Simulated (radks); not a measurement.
The numbers below are computed, except where a source is named.
How relativity changes the ionisation of neutral arsenic ([Ar] 3d10 4s2 4p3) to As+ ([Ar] 3d10 4s2 4p2). Spin-unpolarised spherical Kohn-Sham, LDA (Slater exchange, Perdew-Wang correlation), point nucleus unless stated (finite: rms radius 4.0968 fm), a radial shooting solver on a logarithmic mesh with Libxc functionals. A level marked "c x" has the speed of light scaled by that factor and shares open shells by 2j + 1; other Dirac levels either fill j = l - 1/2 first or share by 2j + 1.

level,E(As) (hartree),E(As+) (hartree),IE (eV),HOMO,<r> HOMO (bohr)
non-rel.,-2232.52159,-2232.17811,9.346,4p,2.549
scalar-rel.,-2257.75349,-2257.41100,9.320,4p,2.545
"scalar-rel., finite nucleus",-2257.73859,-2257.39610,9.320,4p,2.545
"Dirac, 2j+1 shares",-2257.87465,-2257.53205,9.323,4p3/2,2.564
"Dirac, low j first",-2257.88500,-2257.54894,9.145,4p3/2,2.570
"Dirac, 2j+1 shares, finite nucleus",-2257.85974,-2257.51713,9.323,4p3/2,2.564
"Dirac, c x 0.75",-2278.64654,-2278.30452,9.307,4p3/2,2.576
"Dirac, c x 0.85",-2268.01095,-2267.66865,9.315,4p3/2,2.569
"Dirac, c x 3",-2235.26798,-2234.92461,9.344,4p3/2,2.551

NIST Atomic Spectra Database: 9.789 eV (measured). The relativistic part of the total energy of As is -25.34 hartree (Dirac, 2j+1 shares, finite nucleus), 1.1 % of the non-relativistic value. Spin polarisation and multiplet splitting of open shells are left out at every level.

Beside tabulated values, note that spin-unpolarised runs miss the spin-polarisation part of the exchange energy of open shells.
